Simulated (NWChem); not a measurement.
Molecule: CH5GaO; SMILES C[O][GaH2]

```xyz
8

Ga    -0.1113    -0.6859    -0.0251
H     -1.2064    -1.8015     0.0639
H      1.4520    -0.7954    -0.1944
O     -0.7746     0.9841     0.0868
C      0.0466     2.1354     0.0280
H      1.1148     1.8973    -0.0926
H     -0.2600     2.7668    -0.8169
H     -0.0708     2.7222     0.9490
```
Atoms are numbered in this order, from 1.

Program: NWChem. Structure relaxed at the B3LYP/6-31G* (spherical d) level. Static field.

Task: What does the run give for LDA (Slater exchange, VWN5)/aug-cc-pVDZ? Quantities: isotropic polarisability (bohr³); anisotropy (bohr³).

Result: 
- isotropic polarisability (bohr³) = 52.8
- anisotropy (bohr³) = 22.9
